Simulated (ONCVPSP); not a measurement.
## Transferability test, ONCV potential for Si

```json
{"Element": "Si (Z = 14)", "Generator": "ONCVPSP 4.0.1", "Type": "optimised norm-conserving Vanderbilt (ONCV)", "Functional": "PBE", "Relativity": "scalar-relativistic", "Frozen core": "[Ne]", "Valence charge": "4", "Reference configuration": "3s2 3p1 (charge +1)", "Partial waves": "3s: rc 1.70 bohr, ncon 4, nbas 8, qcut 4.3 1/bohr, 3 projectors, debl 3.4 Ha; 3p: rc 1.55 bohr, ncon 4, nbas 7, qcut 5.4 1/bohr, 3 projectors, debl 1.9 Ha; d scattering state at 0.21 Ha: rc 1.75 bohr, ncon 4, nbas 9, qcut 4.7 1/bohr, 1 projector", "Local potential": "polynomial inside 1.20 bohr (lpopt 2, dvloc0 -1 Ha)", "Core correction": "none"}
```

Energies are relative to the spin-unpolarised reference configuration 3s2 3p1; without spin polarisation the order of configurations can differ from experiment.

Problem. Give the all-electron excitation energy and the error of the potential for: 3s2 3p2; 3s2 3p0; 3s1 3p0; 3s0 3p4.

Solution.

```json
{"valence configuration": "3s2 3p2", "charge": "0", "ΔE all-electron (eV)": "-7.740", "error AE − PS (meV)": "-1.5"}
{"valence configuration": "3s2 3p0", "charge": "+2", "ΔE all-electron (eV)": "15.993", "error AE − PS (meV)": "-2.1"}
{"valence configuration": "3s1 3p0", "charge": "+3", "ΔE all-electron (eV)": "49.964", "error AE − PS (meV)": "+62"}
{"valence configuration": "3s0 3p4", "charge": "0", "ΔE all-electron (eV)": "6.038", "error AE − PS (meV)": "+7.1"}
```

Levels in the configuration 3s0 3p4:

```
level  all-electron (eV)  pseudo (eV)
   3p             -5.199       -5.191
```

Note: ghosts flagged at negative energy: p at -81.9 eV (a further GHOST(-) flag falls on a real empty level of the atom); GHOST(+) flagged for s at 248.1 eV. A true bound ghost makes a file unfit for plane-wave use.
